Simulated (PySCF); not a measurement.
Compound: CH10N2Si2.
Geometry (GFN2-xTB, Å), atoms numbered from 1 in this order:
```xyz
15
CH10N2Si2 angstrom
C     -0.9736   -1.0272    0.4479
N     -0.3759    0.1467   -0.1595
Si    -1.4838    1.3849   -0.6420
Si     1.3348    0.3462    0.0657
N      2.0410   -1.1578   -0.4025
H     -1.2960   -0.8262    1.4744
H     -1.8479   -1.3435   -0.1229
H     -0.2559   -1.8440    0.4703
H     -2.5157    0.7344   -1.4592
H     -0.7260    2.3665   -1.4082
H     -2.1303    2.0223    0.5154
H      1.7008    1.5224   -0.7260
H      1.7173    0.5033    1.4733
H      1.7754   -1.5442   -1.2953
H      3.0313   -1.2756   -0.2646
```

Level of theory: PySCF 2.14.0, density-fitted response routines, TDDFT PBE0/def2-SVPD, vertical, gas phase, core orbitals frozen in the response.

Transition dipole moments from the ground state, in atomic units and in the frame of the coordinates above (overall signs are arbitrary), for the states with f of 0.002 or more among the lowest 8:

```json
{"state": "S2", "E (hartree)": "0.2306", "μx": "-0.342", "μy": "0.058", "μz": "-0.034"}
{"state": "S3", "E (hartree)": "0.2412", "μx": "0.145", "μy": "0.277", "μz": "-0.181"}
{"state": "S4", "E (hartree)": "0.2475", "μx": "-0.048", "μy": "-0.144", "μz": "-0.341"}
{"state": "S5", "E (hartree)": "0.2542", "μx": "-0.188", "μy": "0.201", "μz": "-0.004"}
{"state": "S6", "E (hartree)": "0.2568", "μx": "0.404", "μy": "-0.204", "μz": "-0.049"}
{"state": "S7", "E (hartree)": "0.2655", "μx": "-0.097", "μy": "0.101", "μz": "-0.215"}
{"state": "S8", "E (hartree)": "0.2759", "μx": "0.180", "μy": "-0.115", "μz": "0.058"}
```

(1) Work out the oscillator strengths.

(2) Which bond between heavy atoms lies closest to the direction of the S6 transition dipole?

(3) What angle do the transition dipoles of S6 and S7 make?

(4) What peak molar absorption coefficient would the strongest computed level give as a lone Gaussian band 0.4 eV wide at half height?

## Answers

(1) f = (2/3) ΔE |μ|² with ΔE in hartree (27.2114 eV).

```csv
state,|μ|² (au),|μ| (D),f
S2,0.121,0.89,0.019
S3,0.130,0.92,0.021
S4,0.140,0.95,0.023
S5,0.076,0.70,0.013
S6,0.207,1.16,0.035
S7,0.066,0.65,0.012
S8,0.049,0.56,0.009
```

(2) N2–Si3, at 31° from it; next N2–Si4 at 36°.

(3) |cos θ| = |μa·μb| / (|μa| |μb|) = 0.42, so θ ≈ 65° (taken between 0 and 90°, since the signs are arbitrary).

(4) ε(max) = 2.175×10⁸ f / FWHM, with the width in cm⁻¹. S6: 2.175×10⁸ × 0.0355 / 3226 ≈ 2400 L mol⁻¹ cm⁻¹.

One conformer stands for the species.

Without π bonds the low states may be Rydberg-like; a valence basis with one diffuse set may place them up to an eV too high.
